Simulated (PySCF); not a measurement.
ZnCl2(PH3)2 (singlet state).
Bonds: Zn1–Cl2, Zn1–Cl3, Zn1–P4, Zn1–P8. Hydrogens: H5, H6, H7 on P4; H9, H10, H11 on P8.

Computed with PySCF, PBE0-D3(BJ)/def2-SVP geometry optimisation, gas phase.

(1) List the bond lengths and angles at this level.

## Answers

(1) 
```
                  bond  length (Å)
               Zn1–Cl2       2.151
               Zn1–Cl3       2.221
        Zn1–P4, Zn1–P8       2.547
P4–H5 and 5 like bonds       1.419
```

Bonds in one row agree within 0.01 Å and their mean is given. A selection of angles:
```
      angle  degrees
Cl2–Zn1–Cl3    141.3
 Cl2–Zn1–P4    114.7
 Cl2–Zn1–P8    118.3
 Cl3–Zn1–P4     86.8
 Cl3–Zn1–P8     85.7
  P4–Zn1–P8    101.1
  Zn1–P4–H5    113.9
  Zn1–P4–H6    107.7
  Zn1–P4–H7    134.2
   H5–P4–H6     97.9
   H5–P4–H7     98.6
  Zn1–P8–H9    135.6
```

Zn1 (zinc bonded to 2 Cl and 2 P) has angles from 85.7° to 141.3°. P4 (phosphorus bonded to Zn and 3 H) has angles from 97.9° to 134.2°. The 2 Cl–Zn bonds span 2.151 Å (Zn1–Cl2) to 2.221 Å (Zn1–Cl3), a spread of 0.070 Å.

Point group: near Cs, missed by 0.14 Å at most; the miss may be what the optimiser left on a soft mode. No PBE0-D3(BJ)/def2-SVP frequencies stand behind this structure, so it isn't proved a minimum.

Hardware: one thread, Arm Neoverse V2 (aarch64), no GPU, shared host with 32 logical CPUs at a one-minute load of 11. Cost: 3.5 min of wall time, 0.50 GiB resident at most. These figures are those of the optimisation.
